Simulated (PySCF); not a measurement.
Species: C₉H₁₀P (charge +1).
Atom-mapped SMILES: `[CH3:1][P@H+:2]1[CH:3]=[CH:4][c:5]2[cH:6][cH:7][cH:8][cH:9][c:10]21`

NICS is the negative of the GIAO shielding at a point without a nucleus: at the ring centre (0) and 1 Å above and below it (1); zz is the component along the ring normal. Level: GIAO PBE0/pcSseg-1 (PySCF, non-relativistic, gas phase) on the GFN2-xTB geometry, one conformer.

Rings: 1. P2–C3–C4–C5–C10; 2. C5–C6–C7–C8–C9–C10.

```
set  NICS(0)  NICS(1), two faces  NICS(1)zz, two faces
  P     -7.1       -10.2 / -10.3         -24.8 / -24.7
  Q      1.7         -1.2 / -0.9             5.8 / 5.7
```

Which set (ppm) belongs to which ring?

P = 2, Q = 1.
- 1 (5-membered ring with P; formal bonds 1 aromatic, 1 double, 3 single): mean NICS(1)zz 5.8 ppm, deshielded. P2 has four or more neighbours; no verdict on aromaticity is drawn.
- 2 (6-membered carbocycle; formal bonds all aromatic): mean NICS(1)zz -24.8 ppm, shielded. For a flat ring without four-coordinate atoms the NICS criterion counts such a value as aromatic, though in fused rings the probe also feels the neighbouring ring.

How do the rings differ in shape?

```json
{"ring": "1", "bond lengths (Å)": "1.789, 1.345, 1.455, 1.414, 1.795", "rms pucker (Å)": "0.00", "HOMA": "–", "nearest outside atom to a NICS(1) probe (Å)": "hydrogen 2.23"}
{"ring": "2", "bond lengths (Å)": "1.385, 1.390, 1.386, 1.391, 1.382, 1.414", "rms pucker (Å)": "0.00", "HOMA": "0.97", "nearest outside atom to a NICS(1) probe (Å)": "hydrogen 2.65"}
```

HOMA = 1 − mean of α(R − Ropt)² over the ring bonds, with Krygowski's 1993 parameters (CC: Ropt 1.388 Å, α 257.7 Å⁻²). A dash marks a ring with a four-coordinate atom, a triple bond, no multiple bond or a kind of bond without parameters.
